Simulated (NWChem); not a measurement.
System: cyclohexane (C$_{6}$H$_{12}$); SMILES C1CCCCC1

Here is an NWChem input.

```
start job
memory heap 200 mb stack 900 mb global 1100 mb
geometry units angstroms noautoz
  C     -1.435675     0.303856    -0.229758
  C     -0.454642     1.394957     0.229405
  C      0.981082     1.090965    -0.229529
  C      1.435675    -0.303856     0.229758
  C      0.454642    -1.394957    -0.229405
  C     -0.981082    -1.090965     0.229529
  H     -1.502257     0.317697    -1.328089
  H     -2.444787     0.517414     0.146017
  H     -0.774214     2.375920    -0.145631
  H     -0.475734     1.458744     1.327846
  H      1.026304     1.141069    -1.327910
  H      1.670429     1.858456     0.145787
  H      2.444787    -0.517414    -0.146017
  H      1.502257    -0.317697     1.328089
  H      0.774214    -2.375920     0.145631
  H      0.475734    -1.458744    -1.327846
  H     -1.026304    -1.141069     1.327910
  H     -1.670429    -1.858456    -0.145787
end
basis spherical
  * library def2-svp
end
dft
  xc hcth407
  iterations 150
  mulliken
end
task dft energy
```

Excerpt of the output:

```
             Northwest Computational Chemistry Package (NWChem) 7.3.0
             --------------------------------------------------------

 S6  symmetry detected

                             Geometry "geometry" -> ""
                             -------------------------

 Output coordinates in angstroms (scale by  1.889725989 to convert to a.u.)

  No.       Tag          Charge          X              Y              Z
 ---- ---------------- ---------- -------------- -------------- --------------
    1 C                    6.0000     0.22503847     1.44993046    -0.22956400
    2 C                    6.0000     1.36819585     0.53007620     0.22956400
    3 C                    6.0000     1.14315738    -0.91985427    -0.22956400
    4 C                    6.0000    -0.22503847    -1.44993046     0.22956400
    5 C                    6.0000    -1.36819585    -0.53007620    -0.22956400
    6 C                    6.0000    -1.14315738     0.91985427     0.22956400
    7 H                    1.0000     0.23526493     1.51671277    -1.32794832
    8 H                    1.0000     0.38308716     2.46934728     0.14581167
    9 H                    1.0000     2.33006106     0.90291043    -0.14581167
   10 H                    1.0000     1.43114426     0.55461098     1.32794832
   11 H                    1.0000     1.19587933    -0.96210179    -1.32794832
   12 H                    1.0000     1.94697390    -1.56643685     0.14581167
   13 H                    1.0000    -0.38308716    -2.46934728    -0.14581167
   14 H                    1.0000    -0.23526493    -1.51671277     1.32794832
   15 H                    1.0000    -2.33006106    -0.90291043     0.14581167
   16 H                    1.0000    -1.43114426    -0.55461098    -1.32794832
   17 H                    1.0000    -1.19587933     0.96210179     1.32794832
   18 H                    1.0000    -1.94697390     1.56643685    -0.14581167

 Effective nuclear repulsion energy (a.u.)     254.8893030364

      Symmetry information
      --------------------

 Group name              S6
 Group number             38
 Group order               6
 No. of unique centers     3

                                 NWChem DFT Module
                                 -----------------

 Summary of "ao basis" -> "ao basis" (spherical)
 ------------------------------------------------------------------------------
       Tag                 Description            Shells   Functions and Types
 ---------------- ------------------------------  ------  ---------------------
 C                          def2-svp                 6       14   3s2p1d
 H                          def2-svp                 3        5   2s1p

      Symmetry analysis of basis
      --------------------------

        ag         24
        au         24
        eg+        24
        eg-        24
        eu+        24
        eu-        24

            General Information
            -------------------
          SCF calculation type: DFT
          Wavefunction type:  closed shell.
          No. of atoms     :    18
          No. of electrons :    48
           Alpha electrons :    24
            Beta electrons :    24
          Charge           :     0
          Spin multiplicity:     1
          Use of symmetry is: on ; symmetry adaption is: on
          Maximum number of iterations: 150
          AO basis - number of functions:   144
                     number of shells:    72
          Convergence on energy requested:  1.00D-06
          Convergence on density requested:  1.00D-05
          Convergence on gradient requested:  5.00D-04

              XC Information
              --------------
                      HCTH407 Method XC Functional
                      HCTH407  Exchange Functional  1.000
                   HCTH407  Correlation Functional  1.000

             Grid Information
             ----------------
          Grid used for XC integration:  medium
          Radial quadrature: Mura-Knowles
          Angular quadrature: Lebedev.
          Tag              B.-S. Rad. Rad. Pts. Rad. Cut. Ang. Pts.
          ---              ---------- --------- --------- ---------
          C                   0.70       49          11.0       434
          H                   0.35       45          12.0       434
          Grid pruning is: on
          Number of quadrature shells:   139
          Spatial weights used:  Erf1

      Superposition of Atomic Density Guess
      -------------------------------------

 Sum of atomic energies:        -231.74021127

      Non-variational initial energy
      ------------------------------

 Total energy =    -236.499642
 1-e energy   =    -813.729933
 2-e energy   =     322.340989
 HOMO         =      -0.356116
 LUMO         =       0.086468

      Symmetry analysis of molecular orbitals - initial
      -------------------------------------------------

  Numbering of irreducible representations:

     1 ag          2 au          3 eg+         4 eg-         5 eu+
     6 eu-

  Orbital symmetries:

     1 ag          2 eu+         3 eu+         4 eg+         5 eg+
     6 au          7 ag          8 eu+         9 eu+        10 eg+
    11 eg+        12 au         13 ag         14 au         15 eg+
    16 eg+        17 au         18 eu+        19 eu+        20 eu+
    21 eu+        22 ag         23 eg+        24 eg+        25 ag
    26 au         27 eu+        28 eu+        29 eg+        30 eg+
    31 au         32 ag         33 eg+        34 eg+

     ---------------------------------------------
      Total Density - Mulliken Population Analysis
     ---------------------------------------------

    Atom       Charge   Shell Charges
 -----------   ------   -------------------------------------------------------
    1 C    6     6.18   1.99  0.97  0.18  2.00  1.00  0.03
    2 C    6     6.18   1.99  0.97  0.18  2.00  1.00  0.03
    3 C    6     6.18   1.99  0.97  0.18  2.00  1.00  0.03
    4 C    6     6.18   1.99  0.97  0.18  2.00  1.00  0.03
    5 C    6     6.18   1.99  0.97  0.18  2.00  1.00  0.03
    6 C    6     6.18   1.99  0.97  0.18  2.00  1.00  0.03
    7 H    1     0.91   0.68  0.21  0.02
    8 H    1     0.90   0.68  0.20  0.02
    9 H    1     0.90   0.68  0.20  0.02
   10 H    1     0.91   0.68  0.21  0.02
   11 H    1     0.91   0.68  0.21  0.02
   12 H    1     0.90   0.68  0.20  0.02
   13 H    1     0.90   0.68  0.20  0.02
   14 H    1     0.91   0.68  0.21  0.02
   15 H    1     0.90   0.68  0.20  0.02
   16 H    1     0.91   0.68  0.21  0.02
   17 H    1     0.91   0.68  0.21  0.02
   18 H    1     0.90   0.68  0.20  0.02

   convergence    iter        energy       DeltaE   RMS-Dens  Diis-err
 ---------------- ----- ----------------- --------- --------- ---------
 d= 0,ls=0.0,diis     1   -235.6757545268 -4.91D+02  6.11D-03  3.95D-01
 d= 0,ls=0.0,diis     2   -235.7229714543 -4.72D-02  1.37D-03  1.28D-02
 d= 0,ls=0.0,diis     3   -235.7231286114 -1.57D-04  7.33D-04  1.27D-02
 d= 0,ls=0.0,diis     4   -235.7245966888 -1.47D-03  1.82D-04  6.49D-04
 d= 0,ls=0.0,diis     5   -235.7246930258 -9.63D-05  2.62D-05  8.26D-06
  Resetting Diis
 d= 0,ls=0.0,diis     6   -235.7246941300 -1.10D-06  2.05D-06  4.77D-08
 d= 0,ls=0.0,diis     7   -235.7246941371 -7.12D-09  2.90D-07  5.27D-10

         Total DFT energy =     -235.724694137120
      One electron energy =     -820.735138247471
           Coulomb energy =      367.204000845538
    Exchange-Corr. energy =      -37.082859771608
 Nuclear repulsion energy =      254.889303036421

 Numeric. integr. density =       47.999570959475

                  Occupations of the irreducible representations
                  ----------------------------------------------

                     irrep           alpha         beta
                     --------     --------     --------
                     ag                4.0          4.0
                     au                4.0          4.0
                     eg+               8.0          8.0
                     eg-               0.0          0.0
                     eu+               8.0          8.0
                     eu-               0.0          0.0

                       DFT Final Molecular Orbital Analysis
                       ------------------------------------

 Vector   22  Occ=2.000000D+00  E=-2.770583D-01  Symmetry=ag
              MO Center=  1.3D-14,  5.8D-14, -4.3D-16, r^2= 4.3D+00
   Bfn.  Coefficient  Atom+Function         Bfn.  Coefficient  Atom+Function
  ----- ------------  ---------------      ----- ------------  ---------------
    85     -0.197166   7 H  s               100     -0.197166  10 H  s
   105     -0.197166  11 H  s               120     -0.197166  14 H  s
   130     -0.197166  16 H  s               135     -0.197166  17 H  s
     6      0.180566   1 C  pz               20     -0.180566   2 C  pz
    34      0.180566   3 C  pz               48     -0.180566   4 C  pz

 Vector   23  Occ=2.000000D+00  E=-2.645913D-01  Symmetry=eg+
              MO Center= -7.2D-16, -2.0D-15,  9.8D-18, r^2= 4.2D+00
   Bfn.  Coefficient  Atom+Function         Bfn.  Coefficient  Atom+Function
  ----- ------------  ---------------      ----- ------------  ---------------
    19      0.254254   2 C  py               61     -0.254254   5 C  py
    33     -0.247914   3 C  py               75      0.247914   6 C  py
    90     -0.219428   8 H  s               115     -0.219428  13 H  s
     5     -0.215846   1 C  py               47      0.215846   4 C  py
    91     -0.141062   8 H  s               116     -0.141062  13 H  s

 Vector   24  Occ=2.000000D+00  E=-2.645913D-01  Symmetry=eg+
              MO Center= -4.0D-15, -2.6D-15, -5.7D-16, r^2= 4.2D+00
   Bfn.  Coefficient  Atom+Function         Bfn.  Coefficient  Atom+Function
  ----- ------------  ---------------      ----- ------------  ---------------
     4      0.262830   1 C  px               46     -0.262830   4 C  px
    32      0.230762   3 C  px               74     -0.230762   6 C  px
    18     -0.224422   2 C  px               60      0.224422   5 C  px
    95     -0.190136   9 H  s               110      0.189924  12 H  s
   125     -0.190136  15 H  s               140      0.189924  18 H  s

 Vector   25  Occ=0.000000D+00  E= 2.349596D-02  Symmetry=ag
              MO Center=  8.8D-14,  1.3D-13, -6.8D-14, r^2= 9.1D+00
   Bfn.  Coefficient  Atom+Function         Bfn.  Coefficient  Atom+Function
  ----- ------------  ---------------      ----- ------------  ---------------
     3      0.733581   1 C  s                17      0.733581   2 C  s
    31      0.733581   3 C  s                45      0.733581   4 C  s
    59      0.733581   5 C  s                73      0.733581   6 C  s
    91     -0.597168   8 H  s                96     -0.597168   9 H  s
   111     -0.597168  12 H  s               116     -0.597168  13 H  s

 Vector   26  Occ=0.000000D+00  E= 4.276242D-02  Symmetry=au
              MO Center= -4.0D-15,  1.7D-14,  7.3D-14, r^2= 7.3D+00
   Bfn.  Coefficient  Atom+Function         Bfn.  Coefficient  Atom+Function
  ----- ------------  ---------------      ----- ------------  ---------------
    86     -0.756103   7 H  s               101      0.756103  10 H  s
   106     -0.756103  11 H  s               121      0.756103  14 H  s
   131     -0.756103  16 H  s               136      0.756103  17 H  s
     3      0.716515   1 C  s                17     -0.716515   2 C  s
    31      0.716515   3 C  s                45     -0.716515   4 C  s

 Vector   27  Occ=0.000000D+00  E= 6.136926D-02  Symmetry=eu+
              MO Center= -2.2D-13,  1.4D-13,  4.4D-14, r^2= 9.8D+00
   Bfn.  Coefficient  Atom+Function         Bfn.  Coefficient  Atom+Function
  ----- ------------  ---------------      ----- ------------  ---------------
    31      1.376726   3 C  s                73     -1.376726   6 C  s
    17      1.139617   2 C  s                59     -1.139617   5 C  s
   111     -0.949675  12 H  s               141      0.949675  18 H  s
    96     -0.786194   9 H  s               126      0.786194  15 H  s
   106     -0.685584  11 H  s               136      0.685584  17 H  s

     ---------------------------------------------
      Total Density - Mulliken Population Analysis
     ---------------------------------------------

    Atom       Charge   Shell Charges
 -----------   ------   -------------------------------------------------------
    1 C    6     5.98   1.98  0.94  0.09  2.12  0.82  0.03
    2 C    6     5.98   1.98  0.94  0.09  2.12  0.82  0.03
    3 C    6     5.98   1.98  0.94  0.09  2.12  0.82  0.03
    4 C    6     5.98   1.98  0.94  0.09  2.12  0.82  0.03
    5 C    6     5.98   1.98  0.94  0.09  2.12  0.82  0.03
    6 C    6     5.98   1.98  0.94  0.09  2.12  0.82  0.03
    7 H    1     1.01   0.76  0.22  0.02
    8 H    1     1.01   0.76  0.22  0.02
    9 H    1     1.01   0.76  0.22  0.02
   10 H    1     1.01   0.76  0.22  0.02
   11 H    1     1.01   0.76  0.22  0.02
   12 H    1     1.01   0.76  0.22  0.02
   13 H    1     1.01   0.76  0.22  0.02
   14 H    1     1.01   0.76  0.22  0.02
   15 H    1     1.01   0.76  0.22  0.02
   16 H    1     1.01   0.76  0.22  0.02
   17 H    1     1.01   0.76  0.22  0.02
   18 H    1     1.01   0.76  0.22  0.02

     -------------------------------------------
      Total Density - Lowdin Population Analysis
     -------------------------------------------

    Atom       Charge   Shell Charges
 -----------   ------   -------------------------------------------------------
    1 C    6     6.03   1.96  0.59  0.29  1.92  1.18  0.09
    2 C    6     6.03   1.96  0.59  0.29  1.92  1.18  0.09
    3 C    6     6.03   1.96  0.59  0.29  1.92  1.18  0.09
    4 C    6     6.03   1.96  0.59  0.29  1.92  1.18  0.09
    5 C    6     6.03   1.96  0.59  0.29  1.92  1.18  0.09
    6 C    6     6.03   1.96  0.59  0.29  1.92  1.18  0.09
    7 H    1     0.98   0.65  0.27  0.07
    8 H    1     0.98   0.65  0.26  0.07
    9 H    1     0.98   0.65  0.26  0.07
   10 H    1     0.98   0.65  0.27  0.07
   11 H    1     0.98   0.65  0.27  0.07
   12 H    1     0.98   0.65  0.26  0.07
   13 H    1     0.98   0.65  0.26  0.07
   14 H    1     0.98   0.65  0.27  0.07
   15 H    1     0.98   0.65  0.26  0.07
   16 H    1     0.98   0.65  0.27  0.07
   17 H    1     0.98   0.65  0.27  0.07
   18 H    1     0.98   0.65  0.26  0.07

     Multipole analysis of the density
     ---------------------------------

     L   x y z        total         alpha         beta         nuclear
     -   - - -        -----         -----         ----         -------
     0   0 0 0      0.000000    -24.000000    -24.000000     48.000000

     1   1 0 0     -0.000000     -0.000000     -0.000000     -0.000000
     1   0 1 0     -0.000000     -0.000000     -0.000000      0.000000
     1   0 0 1     -0.000000     -0.000000     -0.000000      0.000000

     2   2 0 0    -29.918806   -130.221805   -130.221805    230.524803
     2   1 1 0      0.000000      0.000000      0.000000      0.000000
     2   1 0 1     -0.000000     -0.000000     -0.000000     -0.000000
     2   0 2 0    -29.918806   -130.221805   -130.221805    230.524803
     2   0 1 1      0.000000      0.000000      0.000000      0.000000
     2   0 0 2    -29.460963    -37.237888    -37.237888     45.014813
```

Level: HCTH/407/def2-SVP. Geometry: optimised at B3LYP/6-31G* (spherical d).
